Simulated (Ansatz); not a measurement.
Single points on [GeBr3]- (GeBr3⁻).

```yaml
crystal:
  periodic: [false, false, false]
  atoms:
    - {symbol: Ge, position_ang: [-0.005940, 0.006146, 0.902629]}
    - {symbol: Br, position_ang: [2.173935, -0.038531, -0.286826]}
    - {symbol: Br, position_ang: [-1.052784, 1.898016, -0.320431]}
    - {symbol: Br, position_ang: [-1.115211, -1.865631, -0.295363]}
basis:
  gaussian: {orbitals: def2-TZVPD, initial_orbitals: start.molden}
total_charge: -1
hamiltonian: {xc: r2scan, dispersion: d4}
scf: {omitted_lower_state_checks: [starts]}
output: {orbitals: {seedname: orbitals}}
```

The file start.molden holds the orbitals of an earlier run on this structure, at another level or in another basis.

```sh
$ ansatz run in.yaml --threads 4 --pin off --events-out ev --progress --plain --max-ram 3916MiB
```

Shortened log:

```
Functional definition: r2SCAN
1633 factors; their error is unknown
mean field evaluation 1: about -266662.4994 eV, gradient 1.2e1 eV
mean field evaluation 2: about -266662.5626 eV, gradient 1.0e-1 eV
mean field evaluation 4: about -266662.5469 eV, gradient 1.0e-4 eV
mean field -266662.54694898 eV, -9799.6678500088 hartree, gradient 1.9e-5 eV, S^2 0.000000; 0 other end points of the search recorded, 0 dependent functions left out
reference -266662.54697363 eV, -9799.6678509145 hartree; 69, 69 occupied and 156, 156 virtual orbitals, 1633 factors
Total energy: -266662.58879144 eV, -9799.6693876907 hartree
Checks for a lower state left out: starts
```

Hardware: 4 threads of Arm Neoverse N1 on a shared host. Wall time 11 s.

As the first input, with `gaussian: {orbitals: def2-SVPD, initial_orbitals: start.molden}`, `hamiltonian: {xc: pbe, dispersion: d4}` (abridged; 3.1 s):

```
Functional definition: PBE
mean field -266591.68474022 eV, -9797.0637118690 hartree, gradient 1.9e-5 eV, S^2 0.000000
Total energy: -266591.88980025 eV, -9797.0712476859 hartree
Checks for a lower state left out: starts
```

First input, but with `hamiltonian: {xc: pbe, dispersion: d4}` (abridged; 4.7 s):

```
Functional definition: PBE
mean field -266623.98335122 eV, -9798.2506639305 hartree, gradient 2.2e-5 eV, S^2 0.000000
Total energy: -266624.18842872 eV, -9798.2582003897 hartree
Checks for a lower state left out: starts
```

As the first input, with `gaussian: {orbitals: def2-SVPD, initial_orbitals: start.molden}`, `hamiltonian: {xc: pbe}`, `correlation: {method: rpa}` and without the key `output` (abridged; 9 s):

```
Functional definition: PBE
mean field -266591.68473396 eV, -9797.0637116390 hartree, gradient 1.1e-6 eV, S^2 0.000000
36 core orbitals not correlated: weight in the atoms' cores, before any rotation towards them, 1.000 or more for the frozen orbitals, at most 0.000 for the correlated occupied ones
Total energy: -266478.80503330 eV, -9792.9154591525 hartree
Checks for a lower state left out: starts
```

First input, but with `gaussian: {orbitals: STO-3G}`, `hamiltonian: {xc: hf}` (abridged; 0.65 s):

```
Functional definition: HF
mean field -263565.06799091 eV, -9685.8375978463 hartree, gradient 1.7e-5 eV, S^2 0.000000
Total energy: -263565.06799091 eV, -9685.8375978463 hartree
Checks for a lower state left out: starts
```

First input, but with `gaussian: {orbitals: def2-SVPD, initial_orbitals: start.molden}`, `correlation: {method: ccsd_t}` and without the key `hamiltonian` (abridged; 98 s):

```
Functional definition: HF
mean field -266444.16599848 eV, -9791.6424981019 hartree, gradient 2.7e-6 eV, S^2 0.000000
36 core orbitals not correlated: weight in the atoms' cores, before any rotation towards them, 1.000 or more for the frozen orbitals, at most 0.000 for the correlated occupied ones
second order -25.54163974 eV of doubles, -0.00000000 eV of singles
cycle   1  -24.85704893 eV  change    6.8e-1 eV  update   1.0e-1
cycle   2  -25.41430487 eV  change   -5.6e-1 eV  update   3.0e-2
cycle   3  -25.47578742 eV  change   -6.1e-2 eV  update   1.5e-2
cycle   4  -25.45082720 eV  change    2.5e-2 eV  update   3.5e-3
cycle   5  -25.45172303 eV  change   -9.0e-4 eV  update   1.7e-3
cycle   6  -25.45252014 eV  change   -8.0e-4 eV  update   5.7e-4
cycle   7  -25.45207195 eV  change    4.5e-4 eV  update   2.4e-4
cycle   8  -25.45210010 eV  change   -2.8e-5 eV  update   8.8e-5
cycle   9  -25.45214770 eV  change   -4.8e-5 eV  update   3.0e-5
perturbative correction -0.74020188 eV, -0.0272019175 hartree
Total energy: -266470.35834806 eV, -9792.6050491952 hartree
Checks for a lower state left out: starts
```

First input, but with `hamiltonian: {xc: {name: wB97M-V}}` (abridged; 28 s):

```
Functional definition: wB97M-V
mean field -266649.24306304 eV, -9799.1789412183 hartree, gradient 2.0e-5 eV, S^2 0.000000
Total energy: -266649.24313880 eV, -9799.1789440024 hartree
Checks for a lower state left out: starts
```

Geometry: PBE0-D4/def2-SVPD.

Correlated methods freeze 36 core orbitals; core or outer-core shells of Ge, Br are correlated, in sets that lack core-valence functions.
